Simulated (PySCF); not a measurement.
Electron correlation in Si⁺ (silicon, charge +1)

[Ne] 3s1 3p2, 3s spin antiparallel (an excited configuration). Calculation: PySCF 2.14, in x2c-TZVPPall (5s5p3d1f, 42 functions); the spin-free X2C one-electron Hamiltonian (Gaussian nucleus). Frozen: 1s2; 11 electrons correlated.

MP2 pair energies summed by pair of shells (mhartree):

| pair | energy | share (%) |
| --- | --- | --- |
| 2p-2p | -100.71 | 45.9 |
| 3s-3p | -58.65 | 26.8 |
| 2s-2p | -25.42 | 11.6 |
| 2p-3p | -11.50 | 5.2 |
| 2p-3s | -9.49 | 4.3 |
| 3p-3p | -6.42 | 2.9 |
| 2s-2s | -4.42 | 2.0 |
| 2s-3p | -1.65 | 0.8 |
| 2s-3s | -0.93 | 0.4 |

Total MP2 correlation energy: -219.19 mhartree.

Same-spin part -52.66 and opposite-spin part -166.52 mhartree; SCS-MP2 scales them by 1/3 and 6/5 to -217.38 mhartree.

This basis was not built for core-valence correlation, so the inner-shell part is incomplete.
